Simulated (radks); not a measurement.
Values are calculated unless marked as measured or tabulated.
Valence configurations of Ir I (all share [Xe]). Code: a radial shooting solver on a logarithmic mesh with Libxc functionals. Model: scalar-relativistic Kohn-Sham, BLYP, spin-polarised, spherical densities, point nucleus; open shells are filled with parallel spins first (spin-orbit coupling, left out, can overturn this in heavy ions). Energies are relative to 4f14 5d7 6s2; eigenvalues in eV for spin up.

\begin{tabular}{lrrrrrr}
valence & E (eV) & moment (Bohr magnetons) & e(4f) & e(5d) & e(6p) & e(6s) \\ \hline
4f14 5d7.5 6s1.5 & -0.029 & 3 & -60.668 & -6.742 & - & -6.257 \\
4f14 5d7 6s2 & 0.000 & 3 & -62.016 & -7.712 & - & -6.593 \\
4f14 5d8 6s1 & 0.100 & 3 & -59.396 & -5.824 & - & -5.927 \\
4f14 5d9 & 1.521 & 1 & -57.266 & -4.119 & - & - \\
4f14 5d6 6s2 6p1 & 5.623 & 5 & -66.678 & -11.521 & -2.560 & -8.777 \\
4f14 5d7 6p2 & 10.240 & 5 & -65.299 & -10.848 & -3.014 & - \\
4f13.5 5d7 6s2 6p0.5 & 31.895 & 4 & -69.953 & -10.173 & -1.960 & -7.754 \\
4f13 5d9 6s1 & 59.163 & 3 & -70.263 & -6.487 & - & -5.829 \\
4f13 5d8 6s2 & 60.083 & 3 & -73.143 & -8.595 & - & -6.547 \\
4f13 5d7 6s2 6p1 & 67.202 & 5 & -78.100 & -12.685 & -2.554 & -8.857 \\
\end{tabular}

NIST lists [Xe] 4f14 5d7 6s2 as the ground configuration; this level of theory puts 4f14 5d7.5 6s1.5 lower, by 0.029 eV. The energies are those of spherical high-spin densities, not of single terms.
